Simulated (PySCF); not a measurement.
**Ag: excitation energy**

Ag [Kr] 4d10 5s1 (2S) → Ag [Kr] 4d9 5s2 (2D), as a difference of total energies. Calculation: PySCF 2.14, in ANO-RCC-VTZP; the spin-free X2C one-electron Hamiltonian (Gaussian nucleus). Correlated levels: valence: [Kr] frozen. The calculations carry no spin-orbit coupling.

```
           method  excitation energy (eV)
              UHF                   3.735
    MP2 (valence)                   4.265
SCS-MP2 (valence)                   4.079
   CCSD (valence)                   3.967
CCSD(T) (valence)                   3.975
```

**Question.** How much does correlation contribute at CCSD(T) (valence)?

**Answer.** 3.975 − (3.735) = 0.240 eV, measured against UHF.

Errors of the correlated levels include the incompleteness of this basis and the frozen core.

For comparison: 3.971 eV (measured; NIST levels, between the centres of gravity of the two terms).
